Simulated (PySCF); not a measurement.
**Successive ionisation energies of cerium**

Calculated with PySCF 2.14, two-component X2C-1e (Gaussian nucleus, no Breit or QED terms), each ion in its own even-tempered basis; GMP2 freezes the deep shells of the larger ions and drops the highest virtual spinors; eV.

```csv
ion,configuration,GHF (spin-free),GHF (screened spin-orbit),GMP2 (screened spin-orbit),NIST,kind
Ce(31+),[Ar] 3d9,2001.7,1994.8,1996.2,1994 ± 4,theoretical
Ce(32+),[Ar] 3d8,2093.5,2087.4,2088.6,2087 ± 4,theoretical
Ce(33+),[Ar] 3d7,2187.0,2185.9,2186.5,2185 ± 5,theoretical
Ce(34+),[Ar] 3d6,2275.7,2280.6,2281.1,2280 ± 5,theoretical
Ce(35+),[Ar] 3d5,2401.4,2380.7,2379.9,2378 ± 5,theoretical
Ce(36+),[Ar] 3d4,2493.8,2500.2,2501.2,2500 ± 5,theoretical
Ce(37+),[Ar] 3d3,2594.1,2598.9,2599.6,2600 ± 4,theoretical
Ce(38+),[Ar] 3d2,2695.9,2706.9,2706.6,2706 ± 4,theoretical
Ce(39+),[Ar] 3d1,2793.2,2807.5,2807.2,2806 ± 4,theoretical
Ce(40+),[Ar],3122.6,3088.4,3089.3,3087 ± 4,theoretical
Ce(41+),[Ne] 3s2 3p5,3209.1,3177.5,3178.6,3176 ± 4,theoretical
Ce(42+),[Ne] 3s2 3p4,3296.4,3275.9,3276.2,3274 ± 4,theoretical
```
